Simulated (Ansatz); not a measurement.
B2(OH)4 (B₂O₄H₄), relaxed as a singlet with RKS PBE-D4/def2-SVP in Ansatz, starting from the GFN2-xTB geometry. Force threshold 0.02 eV/Å.

Start:

Cartesian coordinates in Å:
```
B -0.836 -0.276 0.701
O -1.874 -1.077 0.342
O -0.891 0.164 1.986
B 0.437 0.144 -0.370
O 0.426 -0.328 -1.648
O 1.445 0.946 0.074
H -1.841 -1.391 -0.560
H -0.164 0.727 2.244
H 1.156 -0.070 -2.216
H 2.141 1.161 -0.553
```

```
        step  energy (eV)  largest force component (eV/Å)  SCF passes
           1   -9593.3752                           1.033          16
           2   -9593.4344                           0.410          20
           3   -9593.4534                           0.126          19
           4   -9593.4564                           0.076          20
5 (rejected)   -9593.4555                           0.204          19
           6   -9593.4570                           0.055          20
           7   -9593.4573                           0.004          20
```

Force components are those of the run's own axes.

End:

```xyz
10

B    -0.8529   -0.2817    0.7176
O    -1.8923   -1.0905    0.3288
O    -0.8907    0.1714    2.0134
B     0.4289    0.1416   -0.3611
O     0.3877   -0.3575   -1.6458
O     1.4331    0.9587    0.1136
H    -1.7688   -1.3533   -0.6004
H    -0.1133    0.7321    2.1837
H     1.1312   -0.0937   -2.2213
H     2.1371    1.1729   -0.5284
```

By distances, no bond broke or formed. The bond that changes most is O2–H7, from 0.95 to 0.97 Å (atoms count from 1).

No frequencies were taken in this run, so the end may be a saddle point.

Run time 7.5 s (2 threads of AMD EPYC 7R13 on a shared host).
